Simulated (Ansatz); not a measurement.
Computed with Ansatz on PBE0-D4/def2-TZVP structures; ΔE is electronic, products minus reactants. CCSD(T)/CBS is the MP2 limit (def2-TZVPP, def2-QZVPP) plus CCSD(T) − MP2 in def2-TZVPP, frozen cores. DFT in def2-TZVPP. B3LYP here is the variant with VWN-RPA as its local correlation; programs differ in this. Each species was taken in one conformer, which may not be the lowest.

Consider the redistribution: `C[C](=N)[AlH2]` + `CC(O)O[SiH3]` → `CC(O)[O][AlH2]` + `CC(=N)[SiH3]`.

```tsv
level	ΔE (kJ/mol)	difference from CCSD(T)/CBS
PBE0-D4	-60.1	-1.8
B3LYP-D4	-59.7	-1.4
ωB97X-V	-59.0	-0.7
B2PLYP	-59.2	-0.9
PBE	-62.0	-3.7
B3LYP	-58.8	-0.5
SCS-MP2/def2-TZVPP	-57.8	0.5
HF/def2-QZVPP	-50.5	7.8
SCS-MP2/def2-QZVPP	-57.2	1.1
CCSD/CBS(def2)	-57.3	1.0
CCSD(T)/CBS	-58.3	0
```

Largest T1 diagnostic among the species: 0.012.

In def2-TZVPP, CCSD(T) changes the Hartree–Fock value by −8.2 kJ/mol (the triples alone add −0.9 kJ/mol) and MP2 by −8.6 kJ/mol.
